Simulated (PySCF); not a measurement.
Cd(OH)(SeH) (CdH2OSe), SMILES [OH][Cd][SeH].

Geometry: B3LYP-D3(BJ)/def2-TZVP. The def2 effective core potentials stand for the cores of Cd; spin–orbit coupling is left out. The values are those of a single conformer.

The numbers are results of PySCF 2.14.0 with B3LYP-D3(BJ)/def2-TZVP, not measurements.

Frequencies are harmonic and unscaled.

Computed vibrational spectrum:
```csv
mode,ν (cm⁻¹),IR (km/mol),moving atoms (share of kinetic energy)
1,97,18.6,"O 58 %, Cd 28 %"
2,101,8.8,"O 54 %, Cd 30 %, Se 8 %"
3,141,60.2,H 97 %
4,232,2.5,"Se 61 %, Cd 31 %"
5,570,85.8,"O 80 %, Cd 15 %"
6,591,2.1,H 95 %
7,778,48.3,H 93 %
8,2393,9.2,H 99 %
9,3820,49.6,H 94 %
```
